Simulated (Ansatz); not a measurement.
System: C2H8NSi, net charge 0, doublet state. It need not be the lowest isomer of its formula. 
Geometry from a B3LYP-D3(BJ)/def2-TZVP (Ansatz, a program for electronic structure) optimisation:
SMILES: C[Si](C)N
```xyz
12

C      1.1411    -1.2385     0.5663
Si     0.0289    -0.0867    -0.4296
C     -1.7596    -0.1876     0.1590
N      0.5738     1.5364    -0.1224
H      0.8529    -2.2804     0.4151
H      1.0625    -1.0086     1.6335
H      2.1875    -1.1381     0.2716
H     -2.1661    -1.1865    -0.0087
H     -2.3963     0.5227    -0.3719
H     -1.8172     0.0347     1.2292
H      1.5546     1.7567    -0.2166
H      0.0121     2.3156    -0.4331
```
Charge 0, spin multiplicity 2.

Total electronic energies in hartree. Correlated levels leave the core frozen unless marked. UHF or UKS for open shells. Spin-orbit coupling is left out. Non-relativistic unless marked X2C. CBS marks a two-point X^-3 extrapolation of the correlation energy; Hartree-Fock from the larger set. [CCSD(T)-MP2]/basis is that difference in the basis named.

```json
[
 {"level": "HF/cc-pVTZ", "program": "Ansatz", "energy (Eh)": "-423.85117"},
 {"level": "BLYP/def2-TZVPD", "program": "Ansatz", "energy (Eh)": "-425.26408"},
 {"level": "revPBE-D3(BJ)/def2-TZVPD", "program": "Ansatz + dftd3", "energy (Eh)": "-425.25926"},
 {"level": "r2SCAN/def2-TZVPD", "program": "Ansatz", "energy (Eh)": "-425.23249"},
 {"level": "CAM-B3LYP-D4/def2-TZVPD", "program": "Ansatz + dftd4", "energy (Eh)": "-425.27814"},
 {"level": "LC-wPBE-D4/def2-TZVPD", "program": "Ansatz + dftd4", "energy (Eh)": "-425.17830"},
 {"level": "MP2/6-31G*", "program": "Ansatz", "energy (Eh)": "-424.25446"},
 {"level": "MP2/cc-pV(D+d)Z", "program": "Ansatz", "energy (Eh)": "-424.34092"},
 {"level": "MP2/cc-pVTZ", "program": "Ansatz", "energy (Eh)": "-424.53063"},
 {"level": "MP2/CBS(cc-pV(T+d)Z,cc-pV(Q+d)Z)", "program": "Ansatz", "energy (Eh)": "-424.6263"},
 {"level": "SCS-MP2/6-31G*", "program": "Ansatz", "energy (Eh)": "-424.25230"},
 {"level": "SCS-MP2/cc-pV(T+d)Z", "program": "Ansatz", "energy (Eh)": "-424.53908"},
 {"level": "X2C-CCSD(T)/cc-pVTZ-DK", "program": "Ansatz", "energy (Eh)": "-425.26401"},
 {"level": "RI-MP2/CBS(cc-pV(T+d)Z,cc-pV(Q+d)Z)+[CCSD(T)-MP2]/cc-pV(D+d)Z", "program": "Ansatz", "energy (Eh)": "-424.6974"},
 {"level": "CCSD(T)/CBS(cc-pV(T+d)Z,cc-pV(Q+d)Z)", "program": "Ansatz", "energy (Eh)": "-424.6913"}
]
```

Totals of different functionals don't rank their quality; only differences between species are comparable.
